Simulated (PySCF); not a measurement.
**How methods differ on the ionisation energy of Ti+**

Ti+ [Ar] 3d2 4s1 (4F) → Ti(2+) [Ar] 3d2 (3F), as a difference of total energies. Computed with PySCF 2.14 in x2c-QZVPPall (11s7p5d3f2g, 96 functions), with the spin-free X2C one-electron Hamiltonian (Gaussian nucleus). Correlated levels: valence: [Ar] frozen; valence and next inner shell: [Ne] frozen. The calculations carry no spin-orbit coupling.

Question: Order these methods by the ionisation energy they give, lowest first.
A. CAM-B3LYP
B. PBE0
C. UHF
D. SCS-MP2 (valence)

Answer: C (12.938 eV), D (13.000 eV), B (13.790 eV), A (13.841 eV).

Errors of the correlated levels include the incompleteness of this basis and the frozen core.

For comparison: 13.575 eV (measured; NIST Atomic Spectra Database, ionization energies).
